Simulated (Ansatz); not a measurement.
Ansatz (an electronic-structure program) input (CCSD(T)/def2-SVPD):

Ansatz 0.2 input:
```yaml
crystal:
  periodic: [false, false, false]
  atoms:
    - {symbol: Mg, position_ang: [0.00000000, 0.00000000, 0.00000000]}
    - {symbol: Cl, position_ang: [-0.00000000, -0.00000000, -2.17569806]}
    - {symbol: Cl, position_ang: [0.00000000, 0.00000000, 2.17569806]}
basis:
  gaussian:
    orbitals: def2-SVPD
magnetization: {spin_polarized: false}
correlation: {method: ccsd_t, electrons: outside_noble_gas}
output: {forces: true}
```

End of the output:

```
cycle   2  -9.15031767 eV  change   -1.4e-1 eV  update   1.5e-2
cycle   3  -9.17464034 eV  change   -2.4e-2 eV  update   7.0e-3
cycle   4  -9.17327774 eV  change    1.4e-3 eV  update   1.7e-3
cycle   5  -9.17238790 eV  change    8.9e-4 eV  update   4.8e-4
cycle   6  -9.17226398 eV  change    1.2e-4 eV  update   1.5e-4
cycle   7  -9.17230207 eV  change   -3.8e-5 eV  update   3.6e-5
cycle   8  -9.17231050 eV  change   -8.4e-6 eV  update   1.2e-5
cycle   9  -9.17230894 eV  change    1.6e-6 eV  update   3.8e-6
perturbative correction -0.21804029 eV, -0.0080128329 hartree
the calculation of the forces begins
Total energy: -30443.40057423 eV, -1118.7743358248 hartree
Atom 0 at     0.000000     0.000000     0.000000 Å, force    -0.000000     0.000000     0.000000 eV/Å
Atom 1 at    -0.000000    -0.000000    -2.175698 Å, force     0.000000    -0.000000    -0.674811 eV/Å
Atom 2 at     0.000000     0.000000     2.175698 Å, force    -0.000000    -0.000000     0.674811 eV/Å
Dipole moment:    -0.000000     0.000000     0.000000 e Å
```
